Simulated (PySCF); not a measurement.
Input file for PySCF: D3(BJ) and D4 dispersion corrections on CH2O2Se (a complex), monomers drawn apart or pushed together.

```python
from pyscf import gto
from pyscf.dispersion import dftd3, dftd4

mol = gto.M(
    atom='''
    O     0.76179544    0.75362911   -0.39754174
    C    -0.14043988    0.02530428   -0.41792510
    O    -1.04047856   -0.70477047   -0.46225447
    Se   -0.32726363    0.02165250    4.52199055
    H    -0.62790108   -1.41748942    4.53148994
    H     1.11747001   -0.24105224    4.59594676
    ''',
    basis='def2-svp',
    charge=0, spin=0, verbose=0, max_memory=1800)
d3, d4 = {}, {}
for xc in ['hf', 'pbe', 'blyp', 'revpbe', 'tpss', 'r2scan', 'b3lyp', 'pbe0', 'bhlyp', 'camb3lyp', 'b2plyp']:
    d3[xc] = float(dftd3.DFTD3Dispersion(mol, xc=xc, version='d3bj', atm=False).get_dispersion()['energy'])
    print(f'D3(BJ) {xc:10s} {d3[xc]:14.8f} Eh')
for xc in ['hf', 'pbe', 'blyp', 'revpbe', 'tpss', 'r2scan', 'b3lyp', 'pbe0', 'bhlyp', 'camb3lyp', 'b2plyp']:
    d4[xc] = float(dftd4.DFTD4Dispersion(mol, xc={'camb3lyp': 'cam-b3lyp'}.get(xc, xc), atm=True).get_dispersion()['energy'])
    print(f'D4     {xc:10s} {d4[xc]:14.8f} Eh')
```

Program output:

```
D3(BJ) hf            -0.02150902 Eh
D3(BJ) pbe           -0.00215065 Eh
D3(BJ) blyp          -0.00454595 Eh
D3(BJ) revpbe        -0.00546757 Eh
D3(BJ) tpss          -0.00270025 Eh
D3(BJ) r2scan        -0.00067870 Eh
D3(BJ) b3lyp         -0.00371728 Eh
D3(BJ) pbe0          -0.00187349 Eh
D3(BJ) bhlyp         -0.00291233 Eh
D3(BJ) camb3lyp      -0.00173530 Eh
D3(BJ) b2plyp        -0.00172309 Eh
D4     hf            -0.00768310 Eh
D4     pbe           -0.00202334 Eh
D4     blyp          -0.00444252 Eh
D4     revpbe        -0.00680287 Eh
D4     tpss          -0.00271732 Eh
D4     r2scan        -0.00060034 Eh
D4     b3lyp         -0.00319426 Eh
D4     pbe0          -0.00172867 Eh
D4     bhlyp         -0.00229141 Eh
D4     camb3lyp      -0.00175230 Eh
D4     b2plyp        -0.00142308 Eh
```

The run finished.

Cost: very roughly 0.05 core-seconds.
